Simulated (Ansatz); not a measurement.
A geometry relaxed with PBE0-D3(BJ)/def2-TZVP in Ansatz (a first-principles code), charge 0, multiplicity 1:

```xyz
12

Si    -0.9971    -1.0713    -0.0713
H     -2.5862     0.5898    -0.9834
H     -1.8747    -1.5872     1.0166
H     -1.0679    -2.0474    -1.1947
H     -0.9231     0.9946    -1.4387
H      3.6177     1.1354     1.0905
H     -1.5016     1.3410     0.1982
H      1.5606     2.1589     0.1498
Si     1.1851    -0.9372     0.7004
Si     2.2260     0.9268     0.6308
H      1.9156    -2.1312     1.1922
C     -1.5543     0.6278    -0.6268
```

Write the SMILES of this molecule.

`C[SiH2][SiH]=[SiH2]`
